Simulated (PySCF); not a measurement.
B3LYP has the VWN-RPA correlation part, as in Gaussian. 

**C3H5N, SMILES `C1=CNC1` (charge 0, multiplicity 1)**

Calculation: B3LYP-D3(BJ)/def2-TZVP (PySCF).

- HOMO: -5.99 eV
- dipole moment: 1.07 D
- HOMO–LUMO gap: 6.38 eV
- LUMO: 0.39 eV
- total energy: -172.0799 Ha
- cost: about 28 core-seconds (a rough figure)

Bond lengths (Å): C1–C2 1.340, C1–C4 1.514, C1–H5 1.077, C2–N3 1.425, C2–H6 1.082, N3–C4 1.507, N3–H7 1.016, C4–H8 1.091, C4–H9 1.091. Bond angles (°): C2–C1–C4 89.5, C2–C1–H5 135.6, C4–C1–H5 134.4, C1–C2–N3 97.0, C1–C2–H6 136.9, N3–C2–H6 126.0, C2–N3–C4 86.6, C2–N3–H7 116.9, C4–N3–H7 115.8, C1–C4–N3 86.6, C1–C4–H8 117.3, C1–C4–H9 115.8, N3–C4–H8 112.4, N3–C4–H9 113.0, H8–C4–H9 110.0.
